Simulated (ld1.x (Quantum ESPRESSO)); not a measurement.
Mg (Z = 12): excitation energies, all-electron against TM

Mg (Z = 12), norm-conserving Troullier–Martins (Kleinman–Bylander form), made with ld1.x (Quantum ESPRESSO) 7.5 (PBE, non-relativistic). Core [Ne], reference 3s2 3p0. Waves: 3s (bound): rc 2.00 bohr; 3p (bound, empty): rc 3.95 bohr; 3d channel at 0.2 Ry: rc 3.80 bohr. Local part: the d channel. Core correction: none.

Energies are relative to the spin-unpolarised reference configuration 3s2 3p0; without spin polarisation the order of configurations can differ from experiment. The frozen-core shift is the all-electron ΔE with the core orbitals held at their reference shape minus the fully relaxed ΔE.

Give the all-electron excitation energy and the error of the potential for: 3s1 3p0; 3s1.5 3p0; 3s1 3p1; 3s0 3p1; 3s0 3p2.

```json
{"valence configuration": "3s1 3p0", "charge": "+1", "ΔE all-electron (eV)": "7.949", "error AE − PS (meV)": "+11", "frozen-core shift (meV)": "+4.7"}
{"valence configuration": "3s1.5 3p0", "charge": "+0.5", "ΔE all-electron (eV)": "3.140", "error AE − PS (meV)": "+0.9", "frozen-core shift (meV)": "+0.7"}
{"valence configuration": "3s1 3p1", "charge": "0", "ΔE all-electron (eV)": "3.476", "error AE − PS (meV)": "+13", "frozen-core shift (meV)": "+2.0"}
{"valence configuration": "3s0 3p1", "charge": "+1", "ΔE all-electron (eV)": "12.293", "error AE − PS (meV)": "+112", "frozen-core shift (meV)": "+15"}
{"valence configuration": "3s0 3p2", "charge": "0", "ΔE all-electron (eV)": "7.149", "error AE − PS (meV)": "+72", "frozen-core shift (meV)": "+8.6"}
```

Levels in the configuration 3s0 3p1:

| level | all-electron (eV) | pseudo (eV) |
| --- | --- | --- |
| 3p | -7.807 | -7.724 |
